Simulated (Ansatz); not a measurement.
## Worked example: CH9NSi2 + C2H2FGe → CH8NSi2 + C2H3FGe

Species: CH9NSi2 `CN([SiH3])[SiH3]`, singlet; C2H2FGe `C#[C][GeH][F]`, doublet; CH8NSi2 `CN([SiH2])[SiH3]`, doublet; C2H3FGe `C#[C][GeH2][F]`, singlet. A radical takes H: the energy is the difference in strength between the Si–H bond broken and the Ge–H bond made.

Shapes, held fixed at every level: PBE0-D4/def2-TZVP. Flexible molecules stand in one conformer, not always the lowest. Programs: Ansatz 0.2.0. The zero-point and thermal change to 298 K, harmonic and unscaled (PBE0-D4/def2-TZVP), is -1.0 kJ/mol.

At CCSD(T)/def2-TZVPP; 1 Eh = 2625.50 kJ/mol:

| species | energy (Eh) |
| --- | --- |
| CH9NSi2 | -676.246187 |
| C2H2FGe | -2252.543815 |
| CH8NSi2 | -675.595795 |
| C2H3FGe | -2253.188066 |

**Question.** Work out ΔH(298 K) of the reaction at this level.

**Answer.** 
1. Products less reactants: (-675.595795) + (-2253.188066) − [(-676.246187) + (-2252.543815)] = 0.006141 Eh = +16.1 kJ/mol.
2. With the thermal change: +16.1 + (-1.0) = +15.1 kJ/mol.

Other levels give +14.7 (SPW92/def2-TZVPP) to +28.5 kJ/mol (wB97M-V/def2-TZVPP). No measured value is set beside it here. Open shells run unrestricted unless RO is named. Relativity is left out for Ge unless named. Correlated rows may include outer-core shells of Ge, which these sets cover unevenly.
